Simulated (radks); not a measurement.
Values are calculated unless marked as measured or tabulated.
Excited configurations of the europium ion Eu3+: one electron is placed in a higher orbital outside [Xe] 4f5. The ground configuration is [Xe] 4f6. Level of theory: scalar-relativistic Kohn-Sham, PBE, spin-polarised, spherical densities, point nucleus; open shells are filled with parallel spins first (spin-orbit coupling, left out, can overturn this in heavy ions) (a radial shooting solver on a logarithmic mesh with Libxc functionals). Excitation = E - E(ground); binding = E(ion) - E, where the ion is the core of charge +4; n* = 4/sqrt(2 binding) in atomic units, and the quantum defect is n - n*.

| outer orbital | excitation (eV) | binding (eV) | eigenvalue (eV) | <r> (bohr) |
|---|---|---|---|---|
| 5f | 29.954 | 14.501 | -12.125 | 4.128 |
| 6d | 28.562 | 15.893 | -14.016 | 4.662 |
| 6f | 34.832 | 9.623 | -8.384 | 7.219 |
| 7s | 28.932 | 15.523 | -13.926 | 5.474 |
| 7d | 34.470 | 9.985 | -8.855 | 7.778 |

The Delta-SCF ionisation energy is 44.455 eV (NIST Atomic Spectra Database: 42.9 eV, semi-empirical). Self-interaction in the functional shifts the binding energies and quantum defects, so they are the method's values and not measured ones. Open shells are spherical and high-spin; term and fine-structure splittings are not resolved. Spin-orbit splitting is averaged out at the scalar-relativistic level.
